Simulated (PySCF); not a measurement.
# F²⁺ (fluorine, charge +2) across methods

[He] 2s2 2p3, high-spin 4S determinant. All numbers are calculated (PySCF 2.14, no relativity, point nucleus, in aug-cc-pwCVDZ).

| method | E (hartree) | mean ε 2s α (eV) | mean ε 2s β (eV) | mean ε 2p α (eV) | Σ⟨r²⟩ (bohr²) | ⟨S²⟩ |
| --- | --- | --- | --- | --- | --- | --- |
| r2SCAN | -97.7606 | -72.920 | -63.452 | -52.737 | 5.087 | 3.753 |
| revPBE | -97.7623 | -70.538 | -63.328 | -51.487 | 5.116 | 3.751 |
| PBEsol | -97.4039 | -70.205 | -63.051 | -51.402 | 5.129 | 3.751 |
| PBE0 | -97.7092 | -75.079 | -65.674 | -54.750 | 5.101 | 3.752 |
| M06-L | -97.7902 | -73.266 | -63.689 | -52.519 | 5.038 | 3.754 |
| PBE | -97.6892 | -70.490 | -63.338 | -51.532 | 5.122 | 3.751 |
| MN15 | -97.7120 | -73.794 | -66.888 | -55.401 | 5.113 | 3.750 |
| LDA | -97.1211 | -70.001 | -63.204 | -51.561 | 5.142 | 3.751 |
| UHF | -97.57714 | -88.150 | -70.788 | -63.737 | 5.069 | 3.754 |
